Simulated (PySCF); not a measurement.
From computed data to an observable: dipole moment from atomic charges

difluoro(silyl)silane (F2H4Si2), SMILES F[SiH](F)[SiH3]. Atoms are numbered in the order given.

```xyz
8

Si    -1.7378     0.0709     0.0000
Si     0.5608    -0.3805     0.0000
F      1.2334     0.3139    -1.3064
F      1.2334     0.3139     1.3064
H     -1.9517     1.5430     0.0000
H     -2.3613    -0.5246    -1.2137
H     -2.3613    -0.5246     1.2137
H      0.9520    -1.8097     0.0000
```

The structure is a stationary point at TPSSh-D3(BJ)/def2-SVP.

Charges (e) from M06-2X/def2-TZVP in PySCF:

```
atom  Mulliken     IAO
----  --------  ------
Si1      0.005   0.278
Si2      0.699   1.278
F3      -0.336  -0.550
F4      -0.336  -0.550
H5       0.003  -0.094
H6      -0.004  -0.101
H7      -0.004  -0.101
H8      -0.028  -0.160
```

The dipole moment of the full density is 2.01 D.

### Question
What dipole moment does each set of point charges give, and which comes closer to that of the density?

### Answer

μ = Σ q r, and 1 e Å = 4.8032 D.
Mulliken: Σ q r = (-0.459, -0.417, 0.000) e Å, |μ| = 2.98 D.
IAO: Σ q r = (-0.615, -0.561, 0.000) e Å, |μ| = 4.00 D.
Mulliken comes closer in size. Point charges leave out the atoms' own dipoles (lone pairs, polarised bonds); fits to the potential absorb them, partitions of the density don't.
